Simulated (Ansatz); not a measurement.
The same ligand exchange along the group B, Al, In.

Computed with Ansatz on PBE0-D4/def2-TZVP structures; ΔE is electronic, products minus reactants. CCSD(T)/CBS adds triple-zeta CCSD(T) − MP2 to the extrapolated MP2 energy (def2 sets, frozen cores). This one scheme is used for every species. DFT in def2-TZVPP. def2 core potentials past Kr. For Br, In outer-core shells are correlated without core-valence functions, which leaves a few kJ/mol of doubt a bond. Scalar relativity is left out up to krypton. One conformer a species, not always the lowest.

```tsv
reaction	B97M-V (kJ/mol)	CCSD/CBS(def2) (kJ/mol)	CCSD(T)/CBS(def2) (kJ/mol)
`CB(N)Br` + HBr → `NB(Br)Br` + CH₄	-66	-65	-67
`[CH3][Al]([NH2])[Br]` + HBr → `[NH2][Al]([Br])[Br]` + CH₄	-160	-163	-162
`[CH3][In]([NH2])[Br]` + HBr → `[NH2][In]([Br])[Br]` + CH₄	-153	-147	-145
```

Largest T1 diagnostic: 0.012, for `[CH3][In]([NH2])[Br]`.
